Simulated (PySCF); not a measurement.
Excitations are Tamm–Dancoff values on a coarser integration grid. The basis has no diffuse functions, so Rydberg states are missing or too high.

Cartesian coordinates (Å):
SMILES: C(=O)N(C)C
```xyz
12

C      0.0543     1.3587     0.1176
N      0.1344    -0.0686    -0.0473
C     -1.0416    -0.8453     0.2274
C      1.2898    -0.6459    -0.4485
O      2.3211    -0.0640    -0.6985
H     -0.2046     1.6151     1.1500
H     -0.7071     1.7830    -0.5447
H      1.0253     1.7844    -0.1283
H     -1.3637    -0.7199     1.2667
H     -0.8305    -1.9020     0.0577
H     -1.8709    -0.5500    -0.4244
H      1.1936    -1.7454    -0.5278
```
Charge 0, multiplicity 1.

Q: What is the computed brightest of the four lowest singlets (TDA), S1 excitation (TDA) and HOMO (PySCF with TPSSh-D3(BJ)/def2-TZVP // PBE0-D3(BJ)/def2-TZVP)?

A: 
```json
{
 "brightest of the four lowest singlets (TDA)": "7.31 eV",
 "S1 excitation (TDA)": "5.86 eV",
 "HOMO": "-6.40 eV"
}
```
